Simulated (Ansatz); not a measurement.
`[CH3][SbH2]` + `CC(=N)O` → `C/C(O)=[N]\[SbH2]` + CH₄ at 298.15 K and 1 bar (ligand exchange at the Sb–C bond).

Computed with Ansatz on PBE0-D4/def2-TZVP structures; ΔE is electronic, products minus reactants. CBS: MP2 limit from def2 TZ/QZ plus the TZ coupled-cluster correction, frozen cores. This one scheme is used for every species. def2 core potentials past Kr. For Sb outer-core shells are correlated without core-valence functions, which leaves a few kJ/mol of doubt a bond. One conformer a species, not always the lowest.

```
            species  CCSD(T)/CBS energy (Eh)  H − E (kJ/mol)  S (J/(mol·K))
      `[CH3][SbH2]`               -281.05548           144.1          284.1
          `CC(=N)O`               -208.98810           210.3          284.7
`C/C(O)=[N]\[SbH2]`               -449.58570           224.6          367.7
                CH₄                -40.46206           127.4          186.2
```

H − E and S are ideal-gas, rigid-rotor, harmonic terms from PBE0-D4/def2-TZVP, for one conformer and one mirror image of each species. 1 Eh = 2625.50 kJ/mol, R = 8.31446 J/(mol·K).

Q: By hand: ΔE, ΔH, ΔS and ΔG.

A: ΔE = (-449.58570) + (-40.46206) − (-281.05548) − (-208.98810) = -0.00418 Eh = -11.0 kJ/mol. Δ(H − E) = 224.6 + 127.4 − 144.1 − 210.3 = -2.4, so ΔH = -13.4 kJ/mol. ΔS = 367.7 + 186.2 − 284.1 − 284.7 = -14.9 J/(mol·K). ΔG = -13.4 − 298.15 × (-14.9)/1000 = -9.0 kJ/mol.

Q: By hand: the equilibrium constant, and the temperature at which ΔG would vanish if ΔH and ΔS stayed fixed.

A: log₁₀ K = −ΔG/(RT ln 10) = 1.6. ΔG = 0 at ΔH/ΔS = 899 K, though so small a ΔS makes that figure unsure.

The number of gas molecules stays the same, so ΔS is small and ΔH decides. A doubt of 5 kJ/mol in ΔE shifts log₁₀ K by 0.9 here. Other conformers and mirror images would add mixing entropy, several J/(mol·K) or more a flexible species. Modes under 60 cm⁻¹, often nearly free rotors, make the harmonic entropy too high. These are equilibria of isolated gas molecules and say nothing of rates. Largest T1 diagnostic: 0.015 (customary marks: 0.02 for closed shells, 0.045 for open ones).
